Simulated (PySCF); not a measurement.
C5H7O, SMILES O=C1C[CH]CC1, multiplicity 2.

The structure is a stationary point at B3LYP-D3(BJ)/def2-SVP. The isomer is the one that the SMILES or the coordinates give; other isomers of the formula were not compared. One conformer was computed; it need not be the lowest.

Computed with TDA-PBE/def2-SVPD (PySCF 2.14.0).

Vertical excitations. Gas-phase values at a fixed geometry.

| state | energy (eV) | λ (nm) | f | main pairs |
|---|---|---|---|---|
| root 1 | 2.73 | 455 | 0.002 | α HOMO→LUMO 100 % |
| root 2 | 3.09 | 401 | 0.000 | β HOMO→LUMO 99 % |
| root 3 | 3.59 | 345 | 0.000 | α HOMO−1→LUMO 56 %, β HOMO→LUMO+1 43 % |
| root 4 | 4.12 | 301 | 0.000 | α HOMO−1→LUMO 43 %, β HOMO→LUMO+1 57 % |
| root 5 | 4.42 | 281 | 0.001 | α HOMO→LUMO+1 100 % |
| root 6 | 5.21 | 238 | 0.000 | α HOMO→LUMO+2 99 % |
| root 7 | 5.28 | 235 | 0.002 | α HOMO→LUMO+3 99 % |
| root 8 | 5.61 | 221 | 0.002 | α HOMO−1→LUMO+1 90 %, β HOMO→LUMO+2 10 % |
| root 9 | 5.72 | 217 | 0.002 | α HOMO−2→LUMO 9 %, α HOMO→LUMO+4 7 %, β HOMO−1→LUMO 39 %, β HOMO→LUMO+2 33 % |
| root 10 | 5.74 | 216 | 0.008 | α HOMO→LUMO+4 8 %, α HOMO−1→LUMO+1 6 %, α HOMO−2→LUMO 5 %, β HOMO→LUMO+2 57 %, β HOMO−1→LUMO 18 % |
Unrestricted roots are not spin-pure.
